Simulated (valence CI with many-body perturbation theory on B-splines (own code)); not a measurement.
Values are calculated unless marked as measured or tabulated.
# Ladder of approximations for Pb43+

Level of theory: valence CI with perturbative core correlation (CI+MBPT): three valence electrons over a frozen Dirac-Fock core [Kr], a basis of 9 s, 9 p, 10 d, 8 f, 5 g, 3 h, 1 i functions for each j, with the one-electron correlation potential Σ1 (screened to all orders), the two-electron term Σ2, the three-electron term Σ3, Breit, model QED; selected single and double excitations, second order for the rest (own B-spline code, finite nucleus).

The last digits are not significant, and no measured levels were compared; by estimate large intervals hold to a few tenths of a per cent, small ones and those within an open d or f shell to about a per cent. Only levels of the ground parity were solved; by the run's estimate the other parity begins above the list, which can be wrong where configurations are misplaced.

Each rung adds one term. CI alone is the Dirac-Coulomb CI over the frozen core; QED comes last and gives the full result, which names the levels. Energies are above (4d3/2^3) J=3/2 on the same rung, in cm⁻¹.

Levels are named by their leading jj configuration (3d3/2^4 stands for four electrons in 3d with j = 3/2), which in mixed levels can hold well under half, so a name can repeat and another be missing. Letters in brackets count levels of one name in rising energy.

```tsv
Level	CI alone	+ Σ1	+ Σ2	+ Σ3	+ Breit	Full
(4d3/2^2 4d5/2) J=5/2 [a]	230111	231085	231596	231750	226688	227354
(4d3/2^2 4d5/2) J=3/2	251371	252330	251916	252438	247743	248398
(4d3/2^2 4d5/2) J=7/2	271443	272451	270859	270688	264606	265282
(4d3/2^2 4d5/2) J=9/2	273689	274690	272173	272156	265641	266305
(4d3/2^2 4d5/2) J=1/2	271775	272742	271796	272317	267381	268042
(4d3/2^2 4d5/2) J=5/2 [b]	355403	356421	354242	353828	348722	349414
(4d3/2 4d5/2^2) J=7/2 [a]	493839	495773	496399	496464	486229	487553
(4d3/2 4d5/2^2) J=9/2	513944	515909	515284	515452	504272	505609
(4d3/2 4d5/2^2) J=3/2 [a]	526328	528262	529255	529082	519557	520886
(4d3/2 4d5/2^2) J=1/2	537513	539453	539718	540206	530436	531769
(4d3/2 4d5/2^2) J=5/2 [a]	544040	545956	544501	544017	534330	535642
(4d3/2 4d5/2^2) J=11/2	552321	554305	551189	551174	539219	540553
(4d3/2 4d5/2^2) J=5/2 [b]	577349	579327	577501	576892	566621	567966
(4d3/2 4d5/2^2) J=7/2 [b]	581569	583529	580425	580055	569361	570687
(4d3/2 4d5/2^2) J=3/2 [b]	647238	649213	649610	648894	639394	640745
(4d5/2^3) J=9/2	774919	777838	778536	778381	762714	764714
(4d5/2^3) J=3/2	821426	824319	824437	824098	809624	811610
(4d5/2^3) J=5/2	857123	860002	862181	861311	846990	848974
```

(1) How does the ionisation energy move along the ladder, and which term matters most?

## Answers

(1) CI alone 2161.4, + Σ1 2164.3, + Σ2 2166.1, + Σ3 2166.1, + Breit 2164.5, + QED 2164.6 eV. The largest step is Σ1, 3.0 eV. NIST lists 2163 ± 4 eV (theoretical).
